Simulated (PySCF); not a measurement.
**Electron correlation in He (helium, neutral)**

1s2, closed-shell 1S. Calculation: PySCF 2.14, in dyall-acv3z; the non-relativistic Hamiltonian (point nucleus). Frozen: nothing; 2 electrons correlated; the 4 highest virtual orbitals of each spin left out.

With two correlated electrons CCSD is exact within the correlated space (frozen core and kept virtual orbitals).

```
level  correlation energy (mhartree)
 CCSD                         -39.93
```

Diagnostics: T1 = 0.0017, D1 = 0.0024, largest double amplitude 0.027.

**Question.** Is a single reference adequate?

**Answer.** Yes: T1 lies below 0.03 and no double amplitude reaches 0.07.
